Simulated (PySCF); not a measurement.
## Ce(S2)2: one run

Ce(S2)2 (singlet). PySCF 2.14.0, RKS TPSSh, Ce lcecp-2-SVP with ECP46, S def2-SVP; non-relativistic Hamiltonian with scalar-relativistic core potentials where named; density fitting; no spin-orbit coupling. Purpose: level TPSSh.

```python
mol = gto.M(atom='''
Ce    -0.00000     0.00000     0.00000
S      0.75484     0.75484     2.35813
S     -0.75484    -0.75484     2.35813
S      0.75484    -0.75484    -2.35813
S     -0.75484     0.75484    -2.35813''',
    basis={'Ce': 'lcecp-2-SVP', 'S': 'def2-SVP'},
    ecp={'Ce': 'lcecp-2-SVP'},
    charge=0, spin=0)
mf = dft.RKS(mol, xc='TPSSH')
mf.grids.atom_grid = (75, 302)  # f atoms: unpruned, at least (60, 302)
mf = mf.density_fit()  # fitting sets: Ce AutoAux, S def2-universal-JKFIT
mf.conv_tol = 1e-08; mf.max_cycle = 55
mf.kernel(dm0)  # dm0: converged density of the relaxed state
mf.nuc_grad_method().kernel()
```

Run from Python with OMP_NUM_THREADS=2; the lines above give its settings. Where DIIS fails, smearing, a level shift and second-order steps follow.
It took 6.8 s on 2 threads of Arm Neoverse V1, with other jobs on the host, from an already converged density.

The large-core potential holds the 4f shell empty.

Q: What are the Mulliken charges and spins?

A: 
```csv
atom,charge (e),spin (e)
Ce1,1.169,0.000
S2,-0.292,0.000
S3,-0.292,0.000
S4,-0.292,0.000
S5,-0.292,0.000
```

Q: What forces act on the atoms (eV/Å)?

A: 
```
Ce   0.00  0.00  0.00
S    0.08  0.08  0.01
S   -0.08 -0.08  0.01
S    0.08 -0.08 -0.01
S   -0.08  0.08 -0.01
```
Forces carry noise of the integration grid, about 0.01 to 0.03 eV/Å.

The geometry was relaxed with r2SCAN (Ce lcecp-2-SVP with ECP46, S def2-SVP).
